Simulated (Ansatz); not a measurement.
An input meant for (F)2Al-NH-SiH3 (AlSiNF2H4) (charge 0, singlet).

```yaml
crystal:
  periodic: [false, false, false]
  atoms:
    - {symbol: Al, position_ang: [-1.241088, -0.894268, -0.879951]}
    - {symbol: F, position_ang: [-2.212498, 0.366839, -1.373000]}
    - {symbol: F, position_ang: [-1.663254, -2.449300, -1.310130]}
    - {symbol: N, position_ang: [0.223732, -0.607059, 0.086938]}
    - {symbol: Si, position_ang: [0.895360, 0.915039, 0.660716]}
    - {symbol: H, position_ang: [0.755666, -1.445586, 0.349024]}
    - {symbol: H, position_ang: [2.288089, 1.147859, 0.131709]}
    - {symbol: H, position_ang: [0.970789, 0.964614, 2.165896]}
    - {symbol: H, position_ang: [-0.016795, 2.001873, 0.168788]}
basis:
  gaussian: {orbitals: def2-SVP}
hamiltonian: {xc: {name: B2PLYP}, dispersion: d4}
scf: {omitted_lower_state_checks: [starts]}
```

```sh
$ ansatz run in.yaml --threads 4 --pin off --events-out ev --progress --plain --max-ram 3916MiB
```

Shortened log:

```
Error: invalid value for `hamiltonian.dispersion`: no damping is tabulated for this functional; type it, or the functional that lends it
```

In this input the program holds no damping parameters for this pairing of functional and dispersion term, so they'd have to be typed. The program refused the input.
